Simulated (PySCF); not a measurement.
## Ionising BeHg

PBE0; basis Be def2-SVPD, Hg def2-SVPD with ECP60; scalar-relativistic core potentials; PySCF 2.14. Neutral (UKS): singlet (closed shell), Re = 3.018 Å, ωe = 112 cm⁻¹, De = 0.08 eV, HOMO -5.90 eV, LUMO -1.54 eV.

BeHg⁺ (UKS): doublet (σ ↑), Re = 2.427 Å, ωe = 366 cm⁻¹, De = 1.60 eV to Be⁺ + Hg. The energies at the minima are -168.13165 hartree for BeHg and -167.85905 for BeHg⁺.

Q: Work out the adiabatic ionisation energy, without and with harmonic zero-point energies (1 hartree = 27.2114 eV, 1 eV = 8065.5 cm⁻¹), and the change of the bond length.

A: At PBE0: 0.27260 hartree = 7.418 eV between the minima; the zero-point term (366.0 − 112.0)/2 cm⁻¹ = +0.016 eV makes it 7.434 eV. Re changes by -59.1 pm against the neutral. Minus the HOMO energy is 5.90 eV, -1.52 eV from the value between the minima; self-interaction puts the Kohn–Sham level too high, less so with exact exchange. The electron leaves a σ orbital, and the shorter bond of the ion fits an antibonding orbital, or a change in how ionic the bond is.

Closed-shell solutions of metal pairs were not tested for spin polarisation, which can lower them a little. Weak bonds: BeHg. Basis-set superposition, not corrected here, can be much of De in a small basis, most of all at correlated wavefunction levels. Spin–orbit coupling is left out. For an ion De counts to the pair picked by the measured ionisation energies or electron affinities, which need not be the lowest pair at this level. States were picked by a PBE0 search and need not be the measured ground states.
